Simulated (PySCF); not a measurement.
Atom-mapped SMILES (the numbers label the heavy atoms): `[BH3-:1][B:2]([Cl:3])[Cl:4]`. Hydrogens are named by the atom that carries them.

Geometry: PBE0-D3(BJ)/def2-SVP; GIAO shifts from PySCF 2.14.0 with density-fitted response routines, gas phase, non-relativistic, averaged over equivalent atoms.

At PBE0/pcSseg-1 (97 basis functions, 5.1 s wall time on 1 thread of an x86-64 server CPU, shared host):
```
  atoms  δ (ppm)
     B2     92.3
     B1    -41.7
Cl3/Cl4    288.3
  H(B1)     0.51
```

References, each an isolated molecule treated in the same way: 11B (σref 100.73) vs BF3·OEt2; 35Cl (σref 943.27) vs HCl; 1H (σref 31.27) against TMS.

Predict the values at wB97X-D/pcSseg-2 on the same geometry.

Results:


```tsv
atoms	δ at wB97X-D/pcSseg-2	change
B2	94.0	+1.7
B1	-43.0	-1.3
Cl3/Cl4	268.6	-19.7
H(B1)	0.45	-0.06
```

Chemical shifts δ = σref − σ; BF3·OEt2 for 11B (σ = 99.96 ppm); 35Cl (σ = 935.79 ppm) against HCl; 1H (σ = 31.36 ppm) vs TMS, all at this level.

The largest change is at Cl3/Cl4 (chlorine bonded to B). Cost: 200 basis functions, 17 s wall time on 1 thread of an x86-64 server CPU, shared host.
